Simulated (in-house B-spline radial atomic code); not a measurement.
## Functionals against NIST's ionisation energies along a row: B²⁺ to Ne²⁺

Ionisation energies as differences of self-consistent total energies from an all-electron radial atomic-structure program (B-spline basis): all electrons, radial basis limit, scalar-relativistic (one-electron X2C), spin-polarised at highest spin, spherical densities; exact exchange is averaged over the determinants of each configuration. No spin-orbit coupling, Breit or QED terms. NIST's values run from ground level to ground level, so in open shells the differences also hold multiplet and fine-structure energies that spherical high-spin averages miss. Columns give computed minus NIST, in eV; a star marks a semi-empirical value. Species are left out where the tabulated value is theory, is uncertain by more than 0.12 eV, or (13 ions, such as In⁴⁺, Te⁴⁺ and Bi⁴⁺) lies off its series for all methods alike, which flatters the means a little.

```
species  shell  NIST (eV)   PBE0  HSE06  BHandHLYP  B97-1   OLYP
    B²⁺     2s      37.93  +0.31  +0.31      +0.44  +0.16  +0.53
    C²⁺     2s      47.89  -0.83  -0.83      -0.85  -0.66  -0.77
    N²⁺     2p     47.45*  +0.30  +0.32      +0.46  +0.20  +0.05
    O²⁺     2p     54.94*  +0.53  +0.55      +0.50  +0.45  +0.65
    F²⁺     2p     62.71*  +0.41  +0.40      +0.29  +0.32  +0.64
   Ne²⁺     2p      63.42  -0.13  -0.09      +0.03  -0.04  -0.55
```

How do the methods rank, and which species is hardest?

Mean absolute (signed) differences: B97-1 0.31 (+0.07) eV; HSE06 0.42 (+0.11) eV; PBE0 0.42 (+0.10) eV; BHandHLYP 0.43 (+0.15) eV; OLYP 0.53 (+0.09) eV. For C²⁺, which loses a 2s electron, the nearest method is off by -0.66 eV, the largest such miss.
